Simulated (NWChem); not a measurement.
Molecule: C3H2F2; SMILES C=C=C(F)F

### Question
Give the equilibrium geometry at PBE0/def2-SVP (NWChem) as a list of bonds and angles, with the point group.

### Answer
point group C2v; any orientation.
Bonds (Å): C1–C2 1.307, C1–H6 1.097, C1–H7 1.097, C2–C3 1.306, C3–F4 1.315, C3–F5 1.315. Bond angles (°): C2–C1–H6 121.6, C2–C1–H7 121.6, H6–C1–H7 116.8, C1–C2–C3 180.0, C2–C3–F4 124.8, C2–C3–F5 124.8, F4–C3–F5 110.4.
